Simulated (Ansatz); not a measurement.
The same molecule with X = Cl, Br, I. Ansatz, PBE0-D4/def2-TZVP geometries, multiplicity 2.

Elements past krypton have def2 core potentials. Scalar relativity is left out up to krypton.

| X | molecule | mean X–B bond length / Å | ideal-gas entropy at 298 K and 1 bar (rigid rotor, harmonic PBE0-D4/def2-TZVP) / J/(mol·K) | zero-point energy (PBE0-D4/def2-TZVP) / kJ/mol | size of the dipole moment (B3LYP/def2-TZVPP) / D |
| --- | --- | --- | --- | --- | --- |
| Br | `C[B]Br`• | 1.890 | 299 | 101.8 | 1.40 |
| I | `C[B]I`• | 2.101 | 307 | 100.8 | 1.39 |

Task: Give the row for X = Cl, `C[B]Cl`•. (Best estimate.)

Result: Ansatz gave: 
| X | molecule | mean X–B bond length / Å | ideal-gas entropy at 298 K and 1 bar (rigid rotor, harmonic PBE0-D4/def2-TZVP) / J/(mol·K) | zero-point energy (PBE0-D4/def2-TZVP) / kJ/mol | size of the dipole moment (B3LYP/def2-TZVPP) / D |
| --- | --- | --- | --- | --- | --- |
| Cl | `C[B]Cl`• | 1.727 | 287 | 103.1 | 1.33 |

From Cl to I the mean X–B bond length rises at each step, by 0.374 Å in all; the ideal-gas entropy at 298 K and 1 bar (rigid rotor, harmonic PBE0-D4/def2-TZVP) rises at each step, by 20 J/(mol·K) in all; the zero-point energy (PBE0-D4/def2-TZVP) falls at each step, by 2.3 kJ/mol in all. Bonds lengthen as the atom grows down the group. Dipoles are sizes alone, and their direction can turn along the series.

B3LYP here is the variant with VWN-RPA as its local correlation; programs differ in this.
